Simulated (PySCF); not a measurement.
iodoethane cation (C2H5I), SMILES CCI (connectivity only; charge and spin as stated), charge +1, multiplicity 2. The structure is a stationary point at PBE-D3(BJ)/def2-SVP. The multiplicity is an assumed one; other spin states were not compared. The def2 effective core potentials stand for the cores of I; spin–orbit coupling is left out.

Calculation: PBE-D3(BJ)/def2-SVP in PySCF.

Harmonic wavenumbers (cm⁻¹): 200, 247, 398, 512, 853, 902, 1060, 1118, 1127, 1308, 1341, 1353, 1391, 2932, 2935, 2967, 3053, 3089. Rotational constants (GHz): 30.77, 2.801, 2.655; symmetry number 1.

Q: Work out the zero-point energy and the ideal-gas rigid-rotor harmonic-oscillator thermochemistry at 298.15 K and 1 atm.

A: ZPE = ½ Σ hcν = ½ × 26788 cm⁻¹ = 160.23 kJ/mol. H − E(el) = 174.89 kJ/mol. Entropy in J/(mol K): translation 171.72, rotation 103.58, vibration 25.40, spin 5.76, total 306.46. G − E(el) = 83.52 kJ/mol. Cp = 69.72 J/(mol K).
